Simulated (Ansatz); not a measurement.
The same redistribution along the group Sc, Y.

Computed with Ansatz on PBE0-D4/def2-TZVP structures; ΔE is electronic, products minus reactants. CCSD(T)/CBS adds triple-zeta CCSD(T) − MP2 to the extrapolated MP2 energy (def2 sets, frozen cores). Functionals use def2-TZVPP. def2 core potentials past Kr. For Br, Sc, Y outer-core shells are correlated without core-valence functions, which leaves a few kJ/mol of doubt a bond. Scalar relativity is left out up to krypton. Each species was taken in one conformer, which may not be the lowest.

| reaction | HF/CBS(def2) (kJ/mol) | B2PLYP (kJ/mol) | CCSD(T)/CBS(def2) (kJ/mol) |
| --- | --- | --- | --- |
| `[OH][Sc]([Cl])[Cl]` + `F[Si](F)(Br)Br` → `[F][Sc]([Cl])[Cl]` + `O[Si](F)(Br)Br` | -10 | -11 | -6 |
| `[OH][Y]([Cl])[Cl]` + `F[Si](F)(Br)Br` → `[F][Y]([Cl])[Cl]` + `O[Si](F)(Br)Br` | -14 | -13 | -13 |

Largest T1 diagnostic: 0.015, for `[F][Sc]([Cl])[Cl]`.
